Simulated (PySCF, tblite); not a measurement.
Isomers of C7H11FOSi. All values are computed: GFN2-xTB (tblite) harmonic vibrations without scaling, gas phase. This tight-binding method is rough: wavenumbers can miss measured ones by several per cent, in bad cases by 10 to 20. Modes of hydrogen on silicon can be 10 to 20 % off. One conformer each.

Electronic energies: PBE0/pcSseg-1 single points on the GFN2-xTB geometries (PySCF, gas phase).

| SMILES | electronic energy, lowest = 0 (kJ/mol) |
| --- | --- |
| C=CC[C@@H]1C(=C)[C@H]1O[SiH2]F | 0.0 |
| C=C1[C@@H](O[SiH2]F)[C@@H]1C1CC1 | 7.7 |
| CC#C/C=C(\C)O[SiH2]CF | 128.8 |

**Question.** How do GFN2-xTB zero-point energies change the relative energies?

**Answer.** 
```tsv
SMILES	ZPE (kJ/mol)	of it from modes above 1550 cm⁻¹	electronic (kJ/mol)	with ZPE, lowest = 0 (kJ/mol)	lowest mode (cm⁻¹)	rings
C=CC[C@@H]1C(=C)[C@H]1O[SiH2]F	414.4	213.7	0.0	0.0	9	1
C=C1[C@@H](O[SiH2]F)[C@@H]1C1CC1	418.7	204.7	7.7	12.0	20	2
CC#C/C=C(\C)O[SiH2]CF	407.8	212.9	128.8	122.3	7i	0
```

The zero-point energies span 10.9 kJ/mol, from `CC#C/C=C(\C)O[SiH2]CF` to `C=C1[C@@H](O[SiH2]F)[C@@H]1C1CC1`. Slightly imaginary modes are left out of the zero-point energy: `CC#C/C=C(\C)O[SiH2]CF` 7.2i cm⁻¹. The order is unchanged.

**Question.** And how do the electronic energies of GFN2-xTB itself compare?

**Answer.** `C=CC[C@@H]1C(=C)[C@H]1O[SiH2]F` 26.8; `C=C1[C@@H](O[SiH2]F)[C@@H]1C1CC1` 0.0; `CC#C/C=C(\C)O[SiH2]CF` 159.9 kJ/mol, lowest = 0. Against the energies above, taken from the same isomer `C=CC[C@@H]1C(=C)[C@H]1O[SiH2]F`, the largest difference is 34.5 kJ/mol.
